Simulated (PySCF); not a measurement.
PbCl, SMILES [Cl][Pb] (connectivity only; charge and spin as stated), neutral, multiplicity 2.

The structure is a stationary point at B3LYP-D3(BJ)/def2-TZVP. The multiplicity is an assumed one; other spin states were not compared. The def2 effective core potentials stand for the cores of Pb; spin–orbit coupling is left out.

Calculation: PySCF with B3LYP-D3(BJ)/def2-TZVP.

Frequencies are harmonic and unscaled.

```
mode  ν (cm⁻¹)  IR (km/mol)  moving atoms (share of kinetic energy)
----  --------  -----------  --------------------------------------
1          301         52.8                        Cl 85 %, Pb 15 %
```
